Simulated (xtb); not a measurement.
A run for xtb: GFN1-xTB on ClH7O2Si3 (SMILES [SiH3]O[SiH](Cl)O[SiH3]).

```
$ xtb mol.xyz --gfn 1 --sp --chrg 0 --uhf 0
13

Si     0.03193619     1.43217378    -0.43463526
O     -1.36231979     0.62008879    -0.34436663
Si    -2.26087916    -0.48872183     0.47782071
O      1.25442353     0.45904710    -0.85451648
Si     2.18769593    -0.80288681    -0.35230848
Cl     0.44421655     2.24111698     1.41955215
H     -0.09010047     2.51123800    -1.41232218
H     -1.69895803    -0.69239747     1.83078768
H     -3.64648188     0.01362998     0.57457906
H     -2.23909719    -1.76559019    -0.26745507
H      3.23097936    -0.31752287     0.57497585
H      1.33919168    -1.80335872     0.33552581
H      2.80969328    -1.40691674    -1.54753715
```

**Question.** Give the final energy of this run.

**Answer.** -23.3875 hartree.
